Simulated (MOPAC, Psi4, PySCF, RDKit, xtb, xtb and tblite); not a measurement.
Two geometries of SMILES OB(O)[SiH2][SiH3] (H7BO2Si2), relaxed at GFN2-xTB with one dihedral held; other torsions can differ between them too.

Structure A

```
12

O     -2.1346     0.2158     0.9382
B     -1.3485    -0.0318    -0.1571
O     -1.8906    -0.4550    -1.3248
Si     0.4855     0.6628    -0.2583
Si     0.3931     2.8795    -0.9539
H     -2.9587     0.6859     0.8264
H     -2.8313    -0.6508    -1.3432
H      1.2362     0.6393     1.0108
H      1.3675    -0.0563    -1.1951
H     -0.2570     3.0503    -2.2605
H      1.6986     3.5312    -1.0759
H     -0.3863     3.7339    -0.0454
```

Structure B

```
12

O      2.1324     0.3389     0.9063
B      1.5543     0.0536    -0.3084
O      0.2130    -0.0996    -0.3073
Si     2.4791    -0.7304    -1.8610
Si     2.5198    -3.0432    -1.6934
H      2.8593     0.9537     0.9440
H     -0.2276     0.0909     0.5250
H      3.8793    -0.2640    -1.9970
H      1.8922    -0.3670    -3.1620
H      1.1814    -3.6424    -1.7267
H      3.2801    -3.6944    -2.7643
H      3.1279    -3.5097    -0.4402
```

**Question.** Which is lower in energy at the level DF-MP2 (frozen core)/cc-pVTZ // GFN2-xTB in Psi4, and by how much?

**Answer.** B is lower, by 3.09 kcal/mol (dihedral H6–O1–B2–Si4: 120° in A, 60° in B).

E(B) − E(A) in kcal/mol at the other levels, on the same two geometries: GFN2-xTB (xtb and tblite) -1.15; PBE0/def2-TZVP // GFN2-xTB (Psi4) -3.16; PBE0-D3(BJ)/def2-TZVP // GFN2-xTB (Psi4) -3.13; PBE/def2-TZVP // GFN2-xTB (Psi4) -3.25; PBE-D3(BJ)/def2-TZVP // GFN2-xTB (Psi4) -3.22; M06-2X/def2-TZVP // GFN2-xTB (Psi4) -2.90; HF/cc-pVTZ // GFN2-xTB (Psi4) -2.68; UFF // GFN2-xTB (RDKit) 0.78; PM6, restricted, heats of formation // GFN2-xTB (MOPAC) -2.14; AM1, restricted, heats of formation // GFN2-xTB (MOPAC) -2.03; GFN1-xTB // GFN2-xTB (xtb) -0.10; restricted B3LYP/6-31G*, spherical d, density fitting // GFN2-xTB (PySCF) -3.47; restricted M06-2X/6-31G*, spherical d, density fitting // GFN2-xTB (PySCF) -3.39; restricted Hartree-Fock/3-21G // GFN2-xTB (PySCF) -3.55; restricted B3LYP/LANL2DZ, with its core potentials past Ne // GFN2-xTB (PySCF) -4.26.
